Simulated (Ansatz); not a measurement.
In(OH)2(OSiH3) (H5InO3Si), SMILES [O]([In]([OH])[OH])[SiH3].

Geometry: PBE0-D3(BJ)/def2-SVP. The def2 effective core potentials stand for the cores of In; spin–orbit coupling is left out. One conformer was computed; it need not be the lowest.

Two levels are set side by side: PBE/def2-SVPD (Ansatz, a first-principles code) and PBE0/def2-SVPD (Ansatz). Energy differences of separate SCF runs at the same geometry; the states with an electron removed or added have multiplicity 2 and 2. Differences are taken from unrounded values.

```csv
quantity,PBE0,PBE,PBE minus PBE0
vertical ionisation energy (eV),10.40,9.76,-0.64
vertical electron affinity (eV),0.83,0.98,0.15
vertical singlet–triplet gap (eV),4.57,3.87,-0.70
```
